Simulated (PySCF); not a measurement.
**Exercise with solution: entropy of an ideal gas**

C₃H₂N₃, SMILES n1[c]ncnc1, multiplicity 2.

Coordinates come from a B3LYP-D3(BJ)/def2-SVP optimisation. The isomer is the one that the SMILES or the coordinates give; other isomers of the formula were not compared.

B3LYP-D3(BJ)/def2-SVP run with PySCF 2.14.0 gives the harmonic wavenumbers 331, 393, 647, 712, 759, 964, 996, 1023, 1155, 1172, 1204, 1286, 1411, 1437, 1568, 1608, 3172, 3175 cm⁻¹ and the rotational temperatures 0.3406, 0.3102, 0.1623 K. The molar mass is 80.07 g/mol, the symmetry number 2, the spin multiplicity 2.

**Question.** Work out the entropy at 298.15 K and 1 atm in the rigid-rotor, harmonic-oscillator model.

**Answer.** 
Translation (Sackur–Tetrode at 1 atm): S = R[1.5 ln M + 2.5 ln T − 1.16487] = 163.4 J/(mol K).
Rotation: q = (√π/σ) T^1.5/√(θA θB θC) = 34800, S = R[ln q + 3/2] = 99.4 J/(mol K).
Vibration: with u = 1.4388 ν/T, each mode gives R[u/(e^u − 1) − ln(1 − e^−u)]:
```json
[
 {"ν (cm⁻¹)": "331", "modes": "1", "u": "1.60", "S (J/(mol K))": "5.25"},
 {"ν (cm⁻¹)": "393", "modes": "1", "u": "1.90", "S (J/(mol K))": "4.14"},
 {"ν (cm⁻¹)": "647", "modes": "1", "u": "3.12", "S (J/(mol K))": "1.57"},
 {"ν (cm⁻¹)": "712", "modes": "1", "u": "3.44", "S (J/(mol K))": "1.22"},
 {"ν (cm⁻¹)": "759", "modes": "1", "u": "3.66", "S (J/(mol K))": "1.02"},
 {"ν (cm⁻¹)": "964", "modes": "1", "u": "4.65", "S (J/(mol K))": "0.45"},
 {"ν (cm⁻¹)": "996", "modes": "1", "u": "4.81", "S (J/(mol K))": "0.40"},
 {"ν (cm⁻¹)": "1023", "modes": "1", "u": "4.94", "S (J/(mol K))": "0.36"},
 {"ν (cm⁻¹)": "1155", "modes": "1", "u": "5.57", "S (J/(mol K))": "0.21"},
 {"ν (cm⁻¹)": "1172", "modes": "1", "u": "5.66", "S (J/(mol K))": "0.19"},
 {"ν (cm⁻¹)": "1204", "modes": "1", "u": "5.81", "S (J/(mol K))": "0.17"},
 {"ν (cm⁻¹)": "1286", "modes": "1", "u": "6.21", "S (J/(mol K))": "0.12"},
 {"ν (cm⁻¹)": "1411", "modes": "1", "u": "6.81", "S (J/(mol K))": "0.07"},
 {"ν (cm⁻¹)": "1437", "modes": "1", "u": "6.93", "S (J/(mol K))": "0.06"},
 {"ν (cm⁻¹)": "1568", "modes": "1", "u": "7.57", "S (J/(mol K))": "0.04"},
 {"ν (cm⁻¹)": "1608", "modes": "1", "u": "7.76", "S (J/(mol K))": "0.03"}
]
```
The stiffer modes add less than 0.005 each. Sum 15.3 J/(mol K).
Spin: R ln 2 = 5.8 J/(mol K).
Total 283.9 J/(mol K); the program's own thermochemistry gives 283.9. Translation makes up 58 % and vibration 5 %. Anharmonicity, hindered rotation and orbital degeneracy are left out.
